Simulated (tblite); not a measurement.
Compound: C3H4F3O3S (charge -1).
Geometry (GFN2-xTB, Å), atoms numbered from 1 in this order:
```xyz
14
C3H4F3O3S angstrom
O     -1.9341   -0.5238    1.5921
S     -2.0701    0.0985    0.2793
O     -2.0090    1.5564    0.3051
O     -3.1488   -0.4444   -0.5342
C     -0.4997   -0.3792   -0.5836
C      0.5356    0.2243    0.3283
C      1.9568    0.0008   -0.1156
F      2.8681    0.5575    0.7172
F      2.3012   -1.3003   -0.1932
F      2.2309    0.5162   -1.3307
H     -0.5108    0.0605   -1.5748
H     -0.4557   -1.4618   -0.6299
H      0.3954   -0.2026    1.3242
H      0.3396    1.2974    0.3935
```

All values are computed: GFN2-xTB (tblite) harmonic vibrations without scaling, gas phase. Against measured fundamentals such values can be off by several per cent, at times by over 20. One conformer, not necessarily the lowest.

Harmonic wavenumbers (cm⁻¹): 38.7, 50.3, 103.9, 112.0, 173.3, 271.4, 288.4, 337.6, 383.0, 472.4, 476.2, 478.3, 508.0, 516.0, 588.3, 691.6, 762.1, 812.4, 854.2, 964.5, 980.9, 1015.8, 1104.4, 1116.9, 1125.9, 1159.2, 1170.1, 1185.8, 1225.2, 1277.1, 1440.7, 1446.3, 2981.8, 2988.3, 3035.6, 3044.9.

A = 2641, B = 546.2, C = 545.1 MHz; mass 176.983 u (most abundant isotopes); point group Cs, symmetry number 1.

Task: What is the zero-point energy?

Result: Half the sum of the wavenumbers: 17591 cm⁻¹ = 210.43 kJ/mol.

Task: Give the ideal-gas entropy at 298.15 K and 1 bar in the rigid-rotor, harmonic-oscillator model (classical rotation).

Result: Translation 173.41, rotation 127.16, vibration 125.47: S = 426.0 J/(mol K).

Task: And Cp and H(298.15 K) − H(0)?

Result: Cp = 157.11 J/(mol K), of which vibrations give 123.85 (their classical limit is 36 R = 299.3); H(298.15 K) − H(0) = 29.04 kJ/mol without the zero-point energy, 19.12 from vibrations.

Task: Which modes carry the vibrational entropy at 298.15 K?

Result: 38.7 cm⁻¹: 22.28; 50.3 cm⁻¹: 20.11; 103.9 cm⁻¹: 14.14; 112.0 cm⁻¹: 13.53; 173.3 cm⁻¹: 10.04; 271.4 cm⁻¹: 6.64 J/(mol K); the other 30 give 38.74 together.

Task: What must be added to the electronic energy to get the Gibbs energy at 298.15 K and 1 bar?

Result: ZPE + [H(298.15 K) − H(0)] − T·S = 210.43 + 29.04 − 127.03 = 112.44 kJ/mol.

Task: How do the functions run with temperature in this model?

Result: 
```
 T (K)  S (J/(mol K))  Cp (J/(mol K))  H − H(0) (kJ/mol)  G − H(0) (kJ/mol)  ln q(vib)
    50          258.5            57.5               2.21             -10.71       0.77
   100          304.6            77.6               5.59             -24.87       2.13
373.15          464.1           182.4              41.79            -131.39       9.30
   500          522.4           215.8              67.17            -194.03      12.45
   750          618.4           256.3             126.72            -337.10      18.22
  1000          695.6           279.2             193.90            -501.68      23.35
```

q(vib) and H(0) count from the zero-point level.

Hindered rotation and anharmonicity are outside this model. Other conformers, if any are populated, would add a mixing term that is left out.
